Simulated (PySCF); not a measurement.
CH₉BSi₂.
Bonds: B1–C2, C2–Si3, Si3–Si4. Hydrogens: H5, H6 on B1; H7, H8 on C2; H9, H10 on Si3; H11, H12, H13 on Si4.

Jobs on this species (13 atoms, 48 electrons) with PySCF (density fitting). Hardware of each: Arm Neoverse V1, one thread, no GPU, shared host. Other jobs ran on the host; a repeat could differ by tens of per cent or more. Peak memory is the resident size of the whole Python process, interpreter and libraries included.

Problem. Rank these jobs by wall time, shortest first.
A. HF/pcSseg-2; shieldings; 284 basis functions
B. PBE0/6-31G; shieldings, charges and field gradients; 62 basis functions
C. OPBE/pcSseg-2; shieldings; 284 basis functions

Solution. B (5.1 s), A (21 s), C (48 s).

All jobs:

```tsv
level and settings	work	basis functions	SCF cycles	wall time	peak memory
PBE0/6-31G	shieldings, charges and field gradients	62	11	5.1 s	0.54 GiB
HF/pcSseg-2	shieldings	284	10	21 s	1.1 GiB
B97-2/pcSseg-2	shieldings	284	12	33 s	1.1 GiB
WP04/pcSseg-2	shieldings	284	13	34 s	1.1 GiB
mPW1PW91/pcSseg-2	shieldings	284	12	34 s	1.1 GiB
wB97X-D/pcSseg-2	shieldings	284	12	46 s	1.3 GiB
CAM-B3LYP/pcSseg-2	shieldings	284	11	47 s	1.4 GiB
OPBE/pcSseg-2	shieldings	284	15	48 s	0.89 GiB
PBE0-D3(BJ)/def2-SVP, grid level 1	geometry optimisation from a GFN2-xTB start shaken at random	109	69	51 s	0.45 GiB
```

Problem. What do all jobs in the table cost together?

Solution. About 5.3 min; the longest takes about 16 % of that, and about 10 times as long as the shortest.
